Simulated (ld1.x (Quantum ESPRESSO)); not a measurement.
PBE PAW dataset for chromium (Cr), scalar-relativistic all-electron reference.

Input for ld1.x (Quantum ESPRESSO) 7.5:

```
&input
   title='Cr', zed=24., rel=1, dft='PBE', iswitch=3,
   config='[Ar] 3d5 4s0 4p0',
   nld=3, rlderiv=3.70, eminld=-3.0, emaxld=5.0, deld=0.02
 /
 &inputp
   pseudotype=3, lpaw=.true., tm=.true., lloc=-1, rcloc=2.50,
   nlcc=.true.,
   which_augfun='BESSEL', rmatch_augfun=1.40,
   file_pseudopw='Cr.UPF', file_wfcaegen='ae.wfc', file_wfcncgen='nc.wfc', file_beta='beta', file_chi='chi', file_wfcusgen='us.wfc'
 /
6
4S  1  0   0.00   0.00  2.05  2.60  0.0
4S  1  0   0.00   1.45  2.05  2.60  0.0
4P  2  1   0.00   0.00  2.80  3.40  0.0
4P  2  1   0.00   0.35  2.80  3.40  0.0
3D  3  2   5.00   0.00  1.55  1.80  0.0
3D  3  2   0.00  -0.05  1.55  1.80  0.0
 &test
   configts(1)='3d5 4s0 4p0'
 /
```

Command:

```bash
ld1.x < Cr.in > Cr.out
```

Resulting log (shortened: banner, matrices, multipoles, cross overlaps and the repeated all-electron block are left out):

```
Program LD1 v.7.5
     --------------------------- All-electron run ----------------------------

     Cr
     scalar relativistic calculation

     atomic number is 24.00
     dft =PBE   lsd =0 sic =0 latt =0  beta=0.20 tr2=1.0E-14
     Exchange-correlation= PBE
                           (   1   4   3   4   0   0   0)
     mesh =1183 r(mesh) =  99.18097 a.u. xmin = -7.00 dx = 0.01250
     1 Ry =  13.60569312 eV, c = 137.03599908

     n l     nl                  e(Ry)          e(Ha)          e(eV)
     1 0     1S 1( 2.00)      -432.7609      -216.3804     -5888.0114
     2 0     2S 1( 2.00)       -49.5326       -24.7663      -673.9257
     2 1     2P 1( 6.00)       -41.7106       -20.8553      -567.5014
     3 0     3S 1( 2.00)        -5.9522        -2.9761       -80.9838
     3 1     3P 1( 6.00)        -3.8568        -1.9284       -52.4750
     3 2     3D 1( 5.00)        -0.7258        -0.3629        -9.8746
     4 0     4S 1( 0.00)        -0.7315        -0.3657        -9.9521
     4 1     4P 1( 0.00)        -0.4410        -0.2205        -6.0007

     final scf error:  7.4E-15 reached in  25 iterations

     Etot =   -2100.551196 Ry,   -1050.275598 Ha,  -28579.454958 eV

     Ekin =    2121.832365 Ry,    1060.916183 Ha,   28869.000022 eV
     Encl =   -5001.175200 Ry,   -2500.587600 Ha,  -68044.455025 eV
     Eh   =     875.774745 Ry,     437.887373 Ha,   11915.522427 eV
     Exc  =     -96.983106 Ry,     -48.491553 Ha,   -1319.522381 eV

     normalization and overlap integrals

     s(1S/1S) =  1.000000  <r> =   0.0636  <r2> =    0.0054  r(max) =   0.0417
     s(2S/2S) =  1.000000  <r> =   0.2931  <r2> =    0.1015  r(max) =   0.2428
     s(2P/2P) =  1.000000  <r> =   0.2598  <r2> =    0.0831  r(max) =   0.1988
     s(3S/3S) =  1.000000  <r> =   0.9033  <r2> =    0.9430  r(max) =   0.7764
     s(3P/3P) =  1.000000  <r> =   0.9680  <r2> =    1.1079  r(max) =   0.7961
     s(3D/3D) =  1.000000  <r> =   1.4164  <r2> =    2.7368  r(max) =   0.8474
     s(4S/4S) =  1.000000  <r> =   3.0719  <r2> =   10.8058  r(max) =   2.5778
     s(4P/4P) =  1.000000  <r> =   3.9314  <r2> =   17.7867  r(max) =   3.2689

     ------------------------ End of All-electron run ------------------------

     --------------------- Generating PAW atomic setup --------------------

      Generating local potential from pseudized AE potential:
      Matching radius rcloc =   2.5000

      Local pseudo, rcloc= 2.514 Estimated cut-off energy=     3.67 Ry

      Computing core charge for nlcc:

       r > 1.17 : true rho core
       r < 1.17 : rho core = a sin(br)/r    a=   8.55  b=   2.17

      Integrated core pseudo-charge :   6.80
      Wfc-us  4S rcutus= 2.578  Estimated cut-off energy=     6.68 Ry
      Wfc-us  4S rcutus= 2.578  Estimated cut-off energy=    11.55 Ry
      Wfc-us  4P rcutus= 3.394  Estimated cut-off energy=     6.54 Ry
      Wfc-us  4P rcutus= 3.394  Estimated cut-off energy=     8.82 Ry
      Wfc-us  3D rcutus= 1.817  Estimated cut-off energy=    34.95 Ry
      Wfc-us  3D rcutus= 1.817  Estimated cut-off energy=    43.94 Ry

     Required augmentation: BESSEL   radius:    1.400000
     Suggested rho cutoff for augmentation:  49.61 Ry

     Estimated PAW energy = -108.662751 Ryd

     ------------------- End of pseudopotential generation -------------------

     Computing logarithmic derivative in   3.68112
     Computing logarithmic derivative in   3.68112
     Computing the partial wave expansion
     R is outside the sphere for l=    0 j= 0.00
     R is outside the sphere for l=    0 j= 0.00
     R is outside the sphere for l=    1 j= 0.00
     R is outside the sphere for l=    1 j= 0.00
     R is outside the sphere for l=    2 j= 0.00
     R is outside the sphere for l=    2 j= 0.00

     ---------------------- Testing the pseudopotential ----------------------

     Cr
     scalar relativistic calculation

     atomic number is 24.00   valence charge is  6.00
     dft = SLA  PW   PBX  PBC   lsd =0 sic =0 latt =0  beta=0.20 tr2=1.0E-14
     mesh =1183 r(mesh) =  99.18097 xmin = -7.00 dx = 0.01250

     n l     nl             e AE (Ry)        e PS (Ry)    De AE-PS (Ry)
     3 2     3D   1( 5.00)       -0.72577       -0.72577        0.00000
     1 0     4S   1( 0.00)       -0.73147       -0.73147        0.00000
     2 1     4P   1( 0.00)       -0.44104       -0.44104        0.00000

     eps = 1.1E-17  iter =  4

     Etot =   -2100.551196 Ry,   -1050.275598 Ha,  -28579.454958 eV
     Etotps =  -108.662751 Ry,     -54.331376 Ha,   -1478.432050 eV

     Ekin =      48.597606 Ry,      24.298803 Ha,     661.204111 eV
     Encl =     -77.019300 Ry,     -38.509650 Ha,   -1047.900962 eV
     Ehrt =      16.742046 Ry,       8.371023 Ha,     227.787147 eV
     Ecxc =     -96.983104 Ry,     -48.491552 Ha,   -1319.522346 eV
     (Ecc =      -9.147164 Ry,      -4.573582 Ha,    -124.453502 eV)

     ---------------------- End of pseudopotential test ----------------------
```

Generation and configuration tests took about 2.1 s on one core of a shared server CPU.
